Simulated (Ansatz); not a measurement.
Reaction R1 → 2 P1, each structure at its B3LYP-D3(BJ)/def2-TZVP stationary point, reached from a drawn start (curvature not checked).
R1, I2 (SMILES II) (charge 0, multiplicity 1, Z-matrix in Å and degrees):
```
I
I 1 2.6947
```
P1: I atom, charge 0, multiplicity 2.

P less R. No zero-point or thermal terms; singlets are restricted closed shells; open shells are unrestricted; no spin–orbit coupling.

Correlated levels freeze the cores. In cc and def2 sets filled d and f shells under p-block atoms count as core.

Codes used: Ansatz (an electronic-structure program) with Gaussian orbitals. All values are computed, each at the level named. Elements past Kr take the def2 small-core potentials, without spin–orbit coupling.

Total energies in hartree:

```json
[
 {"structure": "R1", "PBE/def2-TZVPP": "-595.411927", "CCSD(T)/def2-QZVPP": "-593.698551"},
 {"structure": "P1", "PBE/def2-TZVPP": "-297.665478", "CCSD(T)/def2-QZVPP": "-296.813741"}
]
```

### Question
Work out the reaction energy at each level in eV (1 hartree = 27.21139 eV), and say how far PBE/def2-TZVPP lies from CCSD(T)/def2-QZVPP.

### Answer
- PBE/def2-TZVPP: 2 × (-297.665478) − (-595.411927) = 0.080971 hartree = 2.203 eV
- CCSD(T)/def2-QZVPP: 2 × (-296.813741) − (-593.698551) = 0.071069 hartree = 1.934 eV
PBE/def2-TZVPP less CCSD(T)/def2-QZVPP: 0.269 eV. CCSD(T)/def2-QZVPP is the level counted from, the highest shown, and no exact or measured value.
